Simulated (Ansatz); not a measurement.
Job for Ansatz (an electronic-structure program): R-CCSD(T)/def2-TZVPP on H3NPb (SMILES [NH2][PbH]), a point of a torsion scan. Elements past Kr take the def2 small-core potentials; no spin–orbit coupling. The run froze 10 orbitals, filled d shells among them.

Ansatz 0.2 input:
```yaml
crystal:
  periodic: [false, false, false]
  atoms:
    - {symbol: N, position_ang: [-0.81896352, -0.06438627, -0.18259949]}
    - {symbol: Pb, position_ang: [1.12591577, -0.99793375, -0.39083242]}
    - {symbol: H, position_ang: [-1.56067408, -0.34204562, 0.43891090]}
    - {symbol: H, position_ang: [-0.82223455, 0.94436622, -0.15228516]}
    - {symbol: H, position_ang: [2.09613895, 0.51996641, 0.05377388]}
basis:
  gaussian:
    orbitals: def2-TZVPP
magnetization: {spin_polarized: false}
correlation: {method: ccsd_t, electrons: outside_noble_gas}
scf: {lower_state_search: off}
```

Program output:

```
WARN ansatz: RAYON_NUM_THREADS=1 ignored (pool sized by the plan → 1); use --threads N
Functional definition: HF
these checks for a lower state are left out or cut short: stability, starts, cluster_reference, orbital_swaps, neighbouring_geometries, increment
integrals: 0.20 GiB planned
907 factors; integrals over basis functions are off by at most 9.6e-4 eV
mean field: 0.25 GiB planned
mean field evaluation 1: about -6745.7372 eV, gradient 3.9e1 eV
mean field evaluation 2: about -6745.7379 eV, gradient 3.9e1 eV
mean field evaluation 4: about -6749.0967 eV, gradient 2.8e0 eV
mean field evaluation 8: about -6749.1373 eV, gradient 1.2e-3 eV
mean field -6749.13731940 eV, -248.0262217582 hartree, gradient 3.1e-6 eV, S^2 0.000000; 0 other end points of the search recorded, 0 dependent functions left out
10 core orbitals not correlated
reference -6749.13731940 eV, -248.0262217582 hartree; 6, 6 occupied and 107, 107 virtual orbitals, 907 factors
second order -8.39290002 eV of doubles, -0.00000000 eV of singles
coupled cluster: 0.49 GiB planned
cycle   1  -8.59428816 eV  change   -2.0e-1 eV  update   8.3e-2
cycle   2  -8.84527947 eV  change   -2.5e-1 eV  update   3.0e-2
cycle   3  -8.93063725 eV  change   -8.5e-2 eV  update   2.1e-2
cycle   4  -8.92413711 eV  change    6.5e-3 eV  update   7.7e-3
cycle   5  -8.92380266 eV  change    3.3e-4 eV  update   4.9e-3
cycle   6  -8.92466689 eV  change   -8.6e-4 eV  update   2.0e-3
cycle   7  -8.92400953 eV  change    6.6e-4 eV  update   7.5e-4
cycle   8  -8.92413890 eV  change   -1.3e-4 eV  update   2.3e-4
cycle   9  -8.92421244 eV  change   -7.4e-5 eV  update   8.6e-5
cycle  10  -8.92417264 eV  change    4.0e-5 eV  update   4.4e-5
cycle  11  -8.92419755 eV  change   -2.5e-5 eV  update   2.1e-5
cycle  12  -8.92419894 eV  change   -1.4e-6 eV  update   8.6e-6
perturbative correction -0.34548067 eV, -0.0126961805 hartree
Total energy: -6758.40699901 eV, -248.3668762007 hartree
Checks for a lower state left out: stability, starts, cluster_reference, orbital_swaps, neighbouring_geometries, increment
```

Self-consistency was reached.

Cost: very roughly 12 core-seconds.
